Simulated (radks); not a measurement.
The numbers below are computed, except where a source is named.
Problem. All-electron atom: Rb12+ in [Ar] 3d7. Code: a radial shooting solver on a logarithmic mesh with Libxc functionals. Model: non-relativistic Kohn-Sham, LDA (Slater exchange, Perdew-Wang correlation), spin-unpolarised, spherical densities, point nucleus; relativity is left out, which matters for an element this heavy. Some entries of the table are withheld. Estimate them.

orbital,occ.,eigenvalue (eV),<1/r> (bohr^-1),<r> (bohr)
1s,2,-15028.03,36.45,0.04134
2s,2,(1),8.133,0.1822
2p,6,-2069.178,8.121,0.1568
3s,2,-561.8524,2.840,0.5028
3p,6,(2),2.757,(3)
3d,7,-384.3217,2.590,0.4717

Solution. 
(1) 2s eigenvalue (eV): -2245.351
(2) 3p eigenvalue (eV): -498.0450
(3) 3p <r> (bohr): 0.4976
